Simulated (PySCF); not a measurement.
**How methods differ on the ionisation energy of Cu¹⁴⁺**

Cu¹⁴⁺ [Ne] 3s2 3p3 (4S) → Cu¹⁵⁺ [Ne] 3s2 3p2 (3P), as a difference of total energies. Calculation: PySCF 2.14, in an uncontracted even-tempered set (19 s from 1.1 bohr⁻², ratio 2.5; 12 p from 1.4 bohr⁻², ratio 2.5; 5 d from 7.1 bohr⁻², ratio 2.7; 4 f from 11 bohr⁻², ratio 2.7); scalar relativity by spin-free X2C-1e. Correlated levels: outer shells: 1s2 frozen; virtual orbitals above 40 to 60 times the deepest correlated orbital energy dropped. The calculations carry no spin-orbit coupling.

```json
{"method": "UHF", "ionisation energy (eV)": "480.26"}
{"method": "LDA", "ionisation energy (eV)": "481.05"}
{"method": "PBE", "ionisation energy (eV)": "481.05"}
{"method": "PBE0", "ionisation energy (eV)": "481.18"}
{"method": "r2SCAN", "ionisation energy (eV)": "481.63"}
{"method": "B2PLYP", "ionisation energy (eV)": "481.01"}
{"method": "B3LYP", "ionisation energy (eV)": "481.23"}
{"method": "MP2 (outer shells)", "ionisation energy (eV)": "480.82"}
{"method": "SCS-MP2 (outer shells)", "ionisation energy (eV)": "480.59"}
```

Q: How much does correlation contribute at MP2 (outer shells)?

A: 480.82 − (480.26) = 0.56 eV, measured against UHF.

A first-order spin-orbit estimate (lowest level to lowest level, LS coupling) adds -2.558 eV.

For comparison: 483.1 ± 0.9 eV (semi-empirical (NIST evaluation); NIST Atomic Spectra Database, ionization energies).
